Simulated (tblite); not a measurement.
Record of a relaxation.

C6H7FO.
Atom-mapped SMILES: `[CH3:1][C@:2]1([F:3])[CH2:4][CH:5]=[CH:6][C:7]1=[O:8]` (hydrogens: H9, H10, H11 on C1; H12, H13 on C4; H14 on C5; H15 on C6)

Computed with GFN2-xTB (tblite), gas phase: L-BFGS steps from a force-field or distance-geometry start until the largest atomic force falls under 0.01 eV/Å. 13 of its 59 geometries are shown.

Step 0: E = -684.7214 eV, largest atomic force 4.803 eV/Å
```
atom  x, y, z in Å  |  force x, y, z in eV/Å
C1      1.920   -0.073    0.003    1.537  -1.113   0.208
C2      0.467   -0.210    0.306    0.289   0.722  -0.524
F3      0.191   -1.055    1.375    0.561  -0.086   0.036
C4     -0.399   -0.680   -0.837   -0.809  -1.137  -0.654
C5     -1.738   -0.300   -0.304   -1.330  -0.832  -0.723
C6     -1.657    0.731    0.511   -0.711   1.224   0.872
C7     -0.238    1.089    0.587    0.961   4.246   2.028
O8      0.280    2.215    0.834   -1.560  -3.595  -0.880
H9      2.193    0.841   -0.565   -0.426  -0.600   0.625
H10     2.472   -0.137    0.974   -0.230   0.357  -0.856
H11     2.219   -0.970   -0.593    0.026   0.695   0.357
H12    -0.245   -0.086   -1.746    0.372  -0.444   0.049
H13    -0.342   -1.774   -1.010    0.199   0.616  -0.142
H14    -2.650   -0.822   -0.602    0.375   0.229   0.121
H15    -2.479    1.239    1.045    0.747  -0.282  -0.517
```

Step 5: E = -685.1287 eV, largest atomic force 0.371 eV/Å
```
atom  x, y, z in Å  |  force x, y, z in eV/Å
C1      1.948   -0.109    0.007   -0.011  -0.034  -0.020
C2      0.469   -0.183    0.281   -0.034  -0.123   0.120
F3      0.248   -1.046    1.361    0.200  -0.090   0.045
C4     -0.441   -0.693   -0.844    0.117  -0.055  -0.022
C5     -1.779   -0.290   -0.311   -0.049  -0.023  -0.104
C6     -1.676    0.750    0.517   -0.085   0.047   0.104
C7     -0.259    1.127    0.650   -0.016  -0.269  -0.248
O8      0.262    2.189    0.834   -0.037   0.256   0.266
H9      2.174    0.805   -0.525    0.057   0.160  -0.087
H10     2.486   -0.115    0.950    0.052   0.015  -0.003
H11     2.247   -0.963   -0.591    0.147  -0.074   0.002
H12    -0.219   -0.130   -1.752    0.041  -0.159  -0.112
H13    -0.328   -1.763   -1.027   -0.055   0.062   0.032
H14    -2.666   -0.819   -0.602   -0.162   0.104   0.001
H15    -2.469    1.248    1.031   -0.165   0.182   0.025
```

Step 10: E = -685.1683 eV, largest atomic force 0.261 eV/Å
```
atom  x, y, z in Å  |  force x, y, z in eV/Å
C1      1.963   -0.104   -0.007   -0.123   0.022   0.034
C2      0.479   -0.196    0.282   -0.089   0.075  -0.027
F3      0.307   -1.069    1.369    0.003   0.111  -0.179
C4     -0.446   -0.701   -0.842   -0.018  -0.101   0.031
C5     -1.795   -0.276   -0.324    0.027  -0.016  -0.018
C6     -1.696    0.754    0.519    0.084   0.015  -0.072
C7     -0.271    1.117    0.651    0.017  -0.129   0.226
O8      0.224    2.183    0.893    0.049  -0.027   0.084
H9      2.180    0.818   -0.535    0.027  -0.012  -0.076
H10     2.500   -0.104    0.938    0.025   0.074   0.012
H11     2.289   -0.967   -0.585   -0.005   0.077  -0.036
H12    -0.202   -0.183   -1.776   -0.042  -0.030   0.105
H13    -0.345   -1.771   -1.016   -0.095  -0.076   0.113
H14    -2.704   -0.781   -0.606    0.048   0.066  -0.087
H15    -2.488    1.288    1.017    0.091  -0.048  -0.111
```

Step 14: E = -685.2039 eV, largest atomic force 0.295 eV/Å
```
atom  x, y, z in Å  |  force x, y, z in eV/Å
C1      1.967   -0.072   -0.026    0.019  -0.048  -0.027
C2      0.483   -0.197    0.273    0.035  -0.050   0.008
F3      0.362   -1.083    1.347   -0.022  -0.080   0.094
C4     -0.456   -0.736   -0.827   -0.007   0.028   0.026
C5     -1.797   -0.265   -0.345   -0.043   0.029  -0.008
C6     -1.692    0.758    0.500    0.001  -0.012   0.105
C7     -0.279    1.085    0.704    0.107   0.171  -0.182
O8      0.194    2.146    1.010    0.219  -0.072   0.184
H9      2.197    0.833   -0.584   -0.123  -0.030   0.077
H10     2.508   -0.068    0.920   -0.061   0.207  -0.030
H11     2.324   -0.937   -0.581   -0.111  -0.014  -0.100
H12    -0.201   -0.253   -1.772   -0.029  -0.089  -0.040
H13    -0.404   -1.818   -0.951    0.070   0.028   0.086
H14    -2.730   -0.705   -0.647    0.031  -0.097  -0.202
H15    -2.481    1.320    0.959   -0.087   0.030   0.008
```

Step 19: E = -685.2638 eV, largest atomic force 0.350 eV/Å
```
atom  x, y, z in Å  |  force x, y, z in eV/Å
C1      1.964   -0.040   -0.061   -0.156   0.015   0.000
C2      0.489   -0.213    0.268   -0.102   0.011   0.072
F3      0.420   -1.115    1.344    0.003   0.136  -0.030
C4     -0.471   -0.777   -0.795    0.077  -0.017  -0.035
C5     -1.804   -0.235   -0.372    0.097   0.043  -0.076
C6     -1.683    0.777    0.487    0.010   0.161  -0.171
C7     -0.262    1.068    0.750   -0.062  -0.277   0.205
O8      0.240    2.052    1.224   -0.059  -0.152  -0.094
H9      2.161    0.857   -0.637   -0.206   0.072  -0.105
H10     2.498    0.058    0.883    0.041  -0.091  -0.059
H11     2.328   -0.905   -0.612    0.039  -0.013   0.099
H12    -0.213   -0.386   -1.783    0.040  -0.103  -0.007
H13    -0.457   -1.870   -0.822    0.061   0.112  -0.004
H14    -2.727   -0.630   -0.777    0.167   0.058   0.114
H15    -2.489    1.368    0.882    0.050   0.045   0.090
```

Step 24: E = -685.3170 eV, largest atomic force 0.285 eV/Å
```
atom  x, y, z in Å  |  force x, y, z in eV/Å
C1      1.930    0.015   -0.108    0.085   0.032  -0.016
C2      0.484   -0.236    0.279    0.089  -0.068  -0.005
F3      0.507   -1.139    1.345    0.000  -0.209   0.109
C4     -0.474   -0.824   -0.765   -0.030   0.092   0.073
C5     -1.779   -0.173   -0.436   -0.007   0.049   0.021
C6     -1.668    0.836    0.431   -0.016  -0.151   0.066
C7     -0.269    0.992    0.848    0.021   0.168  -0.229
O8      0.247    1.876    1.476   -0.057   0.093   0.130
H9      2.043    0.894   -0.738   -0.159  -0.070  -0.028
H10     2.497    0.179    0.807   -0.023   0.062   0.003
H11     2.351   -0.856   -0.609   -0.077   0.018  -0.037
H12    -0.199   -0.591   -1.793    0.182   0.065   0.006
H13    -0.513   -1.908   -0.666   -0.068  -0.086  -0.005
H14    -2.690   -0.507   -0.899   -0.083  -0.003  -0.045
H15    -2.471    1.450    0.805    0.143   0.007  -0.042
```

Step 29: E = -685.3497 eV, largest atomic force 0.311 eV/Å
```
atom  x, y, z in Å  |  force x, y, z in eV/Å
C1      1.904    0.055   -0.139   -0.053  -0.068  -0.011
C2      0.490   -0.266    0.305   -0.039  -0.031   0.060
F3      0.574   -1.193    1.353    0.029   0.034  -0.051
C4     -0.475   -0.855   -0.736    0.054  -0.062   0.023
C5     -1.758   -0.125   -0.492    0.039  -0.079   0.049
C6     -1.639    0.856    0.403    0.052   0.102  -0.060
C7     -0.262    0.957    0.899   -0.085  -0.286   0.088
O8      0.217    1.754    1.659   -0.013   0.100  -0.063
H9      1.898    0.899   -0.825    0.037  -0.042   0.054
H10     2.493    0.292    0.745   -0.031   0.140  -0.072
H11     2.348   -0.812   -0.618    0.032  -0.041  -0.087
H12    -0.135   -0.728   -1.769    0.038   0.078   0.140
H13    -0.578   -1.930   -0.556   -0.081   0.077  -0.061
H14    -2.669   -0.412   -0.993    0.064   0.029  -0.016
H15    -2.413    1.517    0.742   -0.043   0.049   0.006
```

Step 34: E = -685.3744 eV, largest atomic force 0.209 eV/Å
```
atom  x, y, z in Å  |  force x, y, z in eV/Å
C1      1.858    0.078   -0.173    0.009   0.018  -0.013
C2      0.490   -0.315    0.355   -0.006  -0.029   0.016
F3      0.657   -1.258    1.363    0.095  -0.087   0.079
C4     -0.472   -0.891   -0.688   -0.059  -0.014   0.048
C5     -1.718   -0.086   -0.532   -0.037   0.063  -0.018
C6     -1.601    0.893    0.364   -0.116  -0.088   0.070
C7     -0.275    0.880    0.977    0.102   0.146  -0.037
O8      0.171    1.636    1.798    0.085   0.036   0.088
H9      1.760    0.880   -0.893   -0.084   0.099  -0.164
H10     2.469    0.444    0.645    0.062  -0.053   0.128
H11     2.348   -0.771   -0.646   -0.015  -0.009   0.088
H12    -0.059   -0.819   -1.693   -0.047   0.017  -0.110
H13    -0.669   -1.943   -0.479    0.011  -0.098  -0.015
H14    -2.607   -0.314   -1.092   -0.008  -0.005  -0.100
H15    -2.357    1.594    0.673    0.008   0.003  -0.060
```

Step 39: E = -685.3860 eV, largest atomic force 0.160 eV/Å
```
atom  x, y, z in Å  |  force x, y, z in eV/Å
C1      1.834    0.106   -0.190    0.009  -0.048   0.016
C2      0.491   -0.335    0.377    0.016   0.006  -0.034
F3      0.718   -1.286    1.367    0.031   0.040  -0.041
C4     -0.480   -0.914   -0.663    0.046   0.034   0.005
C5     -1.699   -0.062   -0.551   -0.018  -0.037   0.047
C6     -1.587    0.900    0.364   -0.002   0.005  -0.036
C7     -0.273    0.855    1.016   -0.057  -0.126  -0.081
O8      0.167    1.573    1.871    0.023   0.099   0.067
H9      1.688    0.878   -0.942   -0.021  -0.016   0.039
H10     2.456    0.501    0.611   -0.060   0.024   0.010
H11     2.344   -0.744   -0.638   -0.006  -0.008   0.002
H12    -0.059   -0.875   -1.669   -0.021  -0.014  -0.040
H13    -0.706   -1.958   -0.438   -0.003  -0.009   0.020
H14    -2.566   -0.260   -1.163    0.032   0.049   0.003
H15    -2.333    1.630    0.624    0.029   0.003   0.023
```

Step 44: E = -685.3885 eV, largest atomic force 0.077 eV/Å
```
atom  x, y, z in Å  |  force x, y, z in eV/Å
C1      1.826    0.110   -0.195   -0.003   0.032  -0.009
C2      0.493   -0.342    0.380   -0.007  -0.006   0.006
F3      0.745   -1.292    1.363   -0.016  -0.019   0.001
C4     -0.479   -0.922   -0.656   -0.036  -0.017  -0.007
C5     -1.692   -0.059   -0.554    0.011   0.018  -0.028
C6     -1.579    0.903    0.361    0.023  -0.003   0.016
C7     -0.275    0.841    1.027    0.016   0.036   0.035
O8      0.158    1.554    1.894   -0.020  -0.044  -0.060
H9      1.660    0.873   -0.951    0.017   0.000  -0.010
H10     2.438    0.527    0.602   -0.008   0.003   0.008
H11     2.344   -0.739   -0.636    0.016   0.012   0.006
H12    -0.064   -0.898   -1.667   -0.010  -0.021   0.030
H13    -0.716   -1.962   -0.418    0.016   0.019   0.001
H14    -2.547   -0.232   -1.186   -0.011  -0.005  -0.003
H15    -2.317    1.644    0.615    0.014  -0.007   0.015
```

Step 48: E = -685.3893 eV, largest atomic force 0.033 eV/Å
```
atom  x, y, z in Å  |  force x, y, z in eV/Å
C1      1.815    0.121   -0.201    0.008  -0.014   0.009
C2      0.493   -0.350    0.385    0.007   0.001  -0.009
F3      0.762   -1.303    1.360   -0.004  -0.005  -0.015
C4     -0.482   -0.932   -0.649    0.017   0.019   0.004
C5     -1.682   -0.049   -0.566   -0.013  -0.011   0.025
C6     -1.569    0.907    0.356   -0.016   0.006  -0.003
C7     -0.275    0.827    1.040    0.004  -0.006  -0.032
O8      0.151    1.528    1.919    0.011  -0.003   0.008
H9      1.633    0.871   -0.966    0.007   0.004   0.003
H10     2.423    0.556    0.589   -0.009   0.009   0.004
H11     2.346   -0.725   -0.634    0.014   0.016   0.002
H12    -0.062   -0.927   -1.657    0.003  -0.026   0.002
H13    -0.728   -1.965   -0.395   -0.030   0.004  -0.003
H14    -2.532   -0.207   -1.209    0.008   0.000   0.000
H15    -2.297    1.657    0.606   -0.008   0.005   0.005
```

Step 53: E = -685.3901 eV, largest atomic force 0.027 eV/Å
```
atom  x, y, z in Å  |  force x, y, z in eV/Å
C1      1.813    0.128   -0.204    0.004   0.009  -0.002
C2      0.494   -0.354    0.382   -0.002  -0.002  -0.004
F3      0.770   -1.311    1.351    0.007   0.008   0.001
C4     -0.485   -0.936   -0.646   -0.013  -0.007  -0.008
C5     -1.680   -0.044   -0.569    0.014   0.015  -0.015
C6     -1.565    0.910    0.355    0.013  -0.002  -0.002
C7     -0.274    0.820    1.043   -0.007  -0.009   0.008
O8      0.150    1.510    1.931    0.008   0.000  -0.007
H9      1.629    0.873   -0.974   -0.012  -0.003   0.008
H10     2.410    0.575    0.588    0.003   0.001   0.005
H11     2.357   -0.712   -0.631    0.008  -0.003   0.006
H12    -0.066   -0.958   -1.653    0.000   0.015  -0.006
H13    -0.744   -1.964   -0.377   -0.024   0.007   0.010
H14    -2.525   -0.191   -1.221    0.001  -0.016   0.011
H15    -2.290    1.664    0.605    0.000  -0.011  -0.004
```

Step 58: E = -685.3904 eV, largest atomic force 0.009 eV/Å
```
atom  x, y, z in Å  |  force x, y, z in eV/Å
C1      1.810    0.132   -0.205   -0.003  -0.002   0.001
C2      0.495   -0.358    0.382    0.001  -0.002   0.004
F3      0.778   -1.315    1.348    0.002  -0.005   0.004
C4     -0.487   -0.940   -0.645    0.005   0.001   0.001
C5     -1.675   -0.039   -0.574   -0.001  -0.003  -0.001
C6     -1.561    0.911    0.353    0.000   0.001  -0.004
C7     -0.274    0.813    1.046    0.007   0.005   0.002
O8      0.151    1.499    1.938    0.002   0.003   0.003
H9      1.618    0.872   -0.977    0.001   0.003  -0.002
H10     2.404    0.587    0.584   -0.003   0.001   0.002
H11     2.362   -0.705   -0.628    0.000   0.001   0.000
H12    -0.065   -0.970   -1.651   -0.003  -0.004  -0.002
H13    -0.758   -1.961   -0.367    0.000   0.003  -0.005
H14    -2.519   -0.186   -1.228   -0.007   0.000  -0.001
H15    -2.284    1.667    0.601    0.000  -0.001   0.000
```

Problem. Summarise the path.

Solution. The energy falls by 0.6690 eV from step 0 to step 58; nine tenths of that is first reached at step 26. It rises by more than 0.2 meV at step 25. The largest force goes from 4.803 to 0.009 eV/Å. Among the bonds C7=O8 changes most, from 1.264 to 1.202 Å; the atoms move by 0.676 Å rms after alignment.

Problem. Follow the three bonds and two angles with the largest change from start to end.

Solution. 
```csv
step,E above end (eV),largest force (eV/Å),C7=O8 (Å),C2–C7 (Å),C1–C2 (Å),C4–C2–C7 (°),H12–C4–H13 (°)
0,0.6690,4.803,1.264,1.505,1.490,98.1,113.5
3,0.3088,0.578,1.203,1.537,1.507,99.8,112.9
5,0.2617,0.371,1.197,1.543,1.505,100.2,110.3
8,0.2343,0.270,1.203,1.548,1.510,99.7,108.1
10,0.2221,0.261,1.200,1.556,1.515,99.2,107.9
13,0.1957,0.340,1.199,1.556,1.519,100.2,108.8
15,0.1762,0.338,1.203,1.551,1.518,101.5,109.6
18,0.1388,0.351,1.204,1.558,1.518,102.4,109.8
20,0.1132,0.343,1.201,1.563,1.523,102.5,109.0
23,0.0799,0.290,1.203,1.552,1.522,104.2,108.2
25,0.0776,1.320,1.218,1.547,1.516,105.4,107.3
28,0.0445,0.259,1.202,1.554,1.516,104.8,107.3
30,0.0308,0.333,1.200,1.553,1.517,105.1,107.8
33,0.0177,0.232,1.205,1.549,1.519,105.0,108.0
35,0.0118,0.309,1.206,1.551,1.521,104.8,108.0
38,0.0063,0.155,1.201,1.553,1.522,104.9,107.9
40,0.0035,0.073,1.201,1.552,1.523,104.8,107.6
43,0.0023,0.101,1.203,1.552,1.521,104.8,107.7
45,0.0017,0.065,1.203,1.552,1.520,104.9,107.9
48,0.0011,0.033,1.202,1.551,1.521,104.9,107.8
50,0.0007,0.040,1.203,1.550,1.521,104.9,107.5
53,0.0003,0.027,1.202,1.551,1.521,104.9,107.4
55,0.0001,0.026,1.202,1.551,1.522,104.9,107.7
58,0.0000,0.009,1.202,1.551,1.522,104.8,107.7
```

Hardware: Arm Neoverse N1, one thread, on a shared host.
